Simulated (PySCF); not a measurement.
CH3Cl2NSi2, SMILES Cl[Si]1(Cl)N=C[SiH2]1. The structure is a stationary point at PBE-D3(BJ)/def2-SVP. The structure was generated by enumeration, and PubChem lists no compound with its InChIKey, so it may never have been made.

Q: Give the equilibrium geometry at PBE-D3(BJ)/def2-SVP (PySCF confirms it by a frequency run) as bond lengths and angles, and its point group. (Estimate from the structure and the level; the computed values follow.)

A: point group Cs.
Atoms: Cl1 Si2 Cl3 N4 C5 Si6 H7 H8 H9. Bond lengths (Å): Cl1–Si2 2.072, Si2–Cl3 2.072, Si2–N4 1.812, Si2–Si6 2.347, N4–C5 1.300, C5–Si6 1.948, C5–H7 1.116, Si6–H8 1.507, Si6–H9 1.507. Angles (°): Cl1–Si2–Cl3 108.7, Cl1–Si2–N4 111.4, Cl1–Si2–Si6 120.7, Cl3–Si2–N4 111.4, Cl3–Si2–Si6 120.7, N4–Si2–Si6 80.3, Si2–N4–C5 100.4, N4–C5–Si6 111.7, N4–C5–H7 119.5, Si6–C5–H7 128.8, Si2–Si6–C5 67.6, Si2–Si6–H8 121.2, Si2–Si6–H9 121.2, C5–Si6–H8 115.9, C5–Si6–H9 115.9, H8–Si6–H9 109.2.
Charge 0, spin multiplicity 1.
